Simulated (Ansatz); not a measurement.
AlBH5NSe (`B[NH][AlH][SeH]`). Total charge 0; spin multiplicity 1. Geometry: relaxed with PBE0-D4/def2-TZVP. It is one conformer, not always the lowest.

```xyz
9

B     1.112   -1.225   -0.708
N     0.615   -0.064   -0.098
Al   -1.138    0.183    0.222
Se   -1.842    2.151    1.224
H     2.287   -1.359   -0.909
H     0.334   -2.084   -1.025
H     1.299    0.637    0.155
H    -2.195   -0.912   -0.166
H    -0.471    2.674    1.305
```

What is the dipole moment at B3LYP/def2-TZVPP? (An estimate is asked.)

The calculation gave: 1.21 D, with components (0.67, 0.94, 0.37) D in this frame, pointing from negative to positive charge.

And with PBE, r2SCAN, ωB97M-V? (An estimate is asked.)

The calculation gave: PBE 1.34 D, r2SCAN 1.30 D, ωB97M-V 1.20 D.

Give the Mulliken charges with B3LYP, r2SCAN, PBE in def2-TZVPP. (Best estimate.)

Computed: 
```csv
atom,B3LYP,r2SCAN,PBE
B1,-0.12,-0.02,-0.12
N2,-0.19,-0.28,-0.14
Al3,0.43,0.48,0.37
Se4,-0.20,-0.22,-0.19
H5,0.01,-0.02,-0.01
H6,0.01,-0.02,0.00
H7,0.13,0.14,0.14
H8,-0.12,-0.13,-0.10
H9,0.04,0.06,0.05
```

B3LYP here is the variant with VWN-RPA as its local correlation; programs differ in this.
